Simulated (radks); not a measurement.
Question: Dy, configuration [Xe] 4f10 6s2. All-electron calculation, non-relativistic Kohn-Sham, BLYP, spin-polarised, spherical densities, point nucleus; open shells are filled with parallel spins first (spin-orbit coupling, left out, can overturn this in heavy ions); relativity is left out, which matters for an element this heavy. Program: a radial shooting solver on a logarithmic mesh with Libxc functionals. Some entries of the table are withheld. Estimate them.

| orbital | occ. | eigenvalue (hartree) | <r> (bohr) |
|---|---|---|---|
| 1s up | 1 | -1844.977 | 0.02298 |
| 1s down | 1 | -1844.977 | 0.02298 |
| 2s up | 1 | -295.5586 | 0.09765 |
| 2s down | 1 | -295.5563 | 0.09765 |
| 2p up | 3 | -281.6756 | 0.08276 |
| 2p down | 3 | -281.6742 | 0.08276 |
| 3s up | 1 | -65.36886 | 0.2512 |
| 3s down | 1 | -65.29730 | 0.2511 |
| 3p up | 3 | -59.13002 | 0.2410 |
| 3p down | 3 | -59.06486 | 0.2409 |
| 3d up | 5 | -47.49690 | 0.2133 |
| 3d down | 5 | -47.44995 | 0.2131 |
| 4s up | 1 | -12.62431 | 0.5663 |
| 4s down | 1 | -12.49437 | 0.5665 |
| 4p up | 3 | -10.15445 | 0.5788 |
| 4p down | 3 | -10.02537 | 0.5792 |
| 4d up | 5 | -5.73218 | 0.6109 |
| 4d down | 5 | -5.60500 | 0.6119 |
| 5s up | 1 | -1.55681 | 1.398 |
| 5s down | 1 | -1.50609 | 1.412 |
| 5p up | 3 | (1) | 1.589 |
| 5p down | 3 | (2) | 1.612 |
| 4f up | 7 | -0.29469 | 0.8179 |
| 4f down | 3 | -0.18357 | 0.8520 |
| 6s up | 1 | -0.12461 | 4.346 |
| 6s down | 1 | -0.12140 | 4.402 |

Answer: 
(1) 5p up eigenvalue (hartree): -0.90684
(2) 5p down eigenvalue (hartree): -0.86805
